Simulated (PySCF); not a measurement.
Stepwise substitution at one centre (B CH3-NH2). Isolated molecules, 0 K electronic values unless said otherwise. Strings in code marks are SMILES.

The HOMO–LUMO gap from two functionals at the same geometries (B3LYP-D3(BJ)/def2-TZVP), both in PySCF: PBE-D3(BJ)/def2-TZVP and B3LYP-D3(BJ)/def2-TZVP. B3LYP has the VWN-RPA correlation part, as in Gaussian. 

```csv
species,PBE-D3(BJ)/def2-TZVP (eV)
0 of 3 CH3 replaced by NH2 (`B(C)(C)C`),5.94
1 of 3 CH3 replaced by NH2 (`CB(C)N`),6.78
2 of 3 CH3 replaced by NH2 (`B(C)(N)N`),5.45
3 of 3 CH3 replaced by NH2 (`NB(N)N`),5.17
```

Q: What does B3LYP-D3(BJ)/def2-TZVP give for each?

A: 
- 0 of 3 CH3 replaced by NH2 (`B(C)(C)C`): 7.94
- 1 of 3 CH3 replaced by NH2 (`CB(C)N`): 8.33
- 2 of 3 CH3 replaced by NH2 (`B(C)(N)N`): 7.03
- 3 of 3 CH3 replaced by NH2 (`NB(N)N`): 6.81
Over these rows, drawn at random from the members with no instability flagged (it was tested for open shells, ions and some series alone), PBE minus B3LYP-D3(BJ): mean -1.70 eV, from -2.00 eV to -1.55 eV.
